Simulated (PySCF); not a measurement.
# How methods differ on the ionisation energy of Ar²⁺

Ar²⁺ [Ne] 3s2 3p4 (3P) → Ar³⁺ [Ne] 3s2 3p3 (4S), as a difference of total energies. Computed with PySCF 2.14 in an even-tempered Gaussian basis (21 s from 0.01 bohr⁻², ratio 2.5; 15 p from 0.013 bohr⁻², ratio 2.5; 6 d from 0.91 bohr⁻², ratio 2.7; 5 f from 1.4 bohr⁻², ratio 2.7), with the non-relativistic Hamiltonian (point nucleus). Correlated levels: outer shells: 1s2 frozen; virtual orbitals above 40 to 60 times the deepest correlated orbital energy dropped. The calculations carry no spin-orbit coupling.

```
                method  ionisation energy (eV)
                   UHF                  39.357
                   LDA                  40.844
                   PBE                  40.716
                  PBE0                  40.712
                r2SCAN                  40.674
                   M06                  40.621
                PBEsol                  40.622
    MP2 (outer shells)                  40.098
SCS-MP2 (outer shells)                  40.175
```

**Question.** How much does correlation contribute at MP2 (outer shells)?

**Answer.** 40.098 − (39.357) = 0.741 eV, measured against UHF.

A first-order spin-orbit estimate (lowest level to lowest level, LS coupling) adds 0.062 eV.

For comparison: 40.735 ± 0.012 eV (semi-empirical (NIST evaluation); NIST Atomic Spectra Database, ionization energies).
